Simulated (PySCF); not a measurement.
## Electron correlation in Ru (ruthenium, neutral)

[Kr] 4d7 5p1, one real determinant (an excited configuration). Computed with PySCF 2.14 in def2-QZVPPD with the def2 core potential (28 electrons), with a scalar-relativistic core potential. Frozen: 4s2 4p6; 8 electrons correlated.

```csv
level,correlation energy (mhartree)
CCSD,-182.78
(T),-8.32
CCSD(T),-191.10
```

Diagnostics: T1 = 0.026, D1 = 0.0991, largest double amplitude 0.058.

Task: Is a single reference adequate?

Result: Yes, within this model without spin-orbit coupling: T1 lies below 0.03 and no double amplitude reaches 0.07.

The reference is one real determinant that mixes LS terms of this configuration.
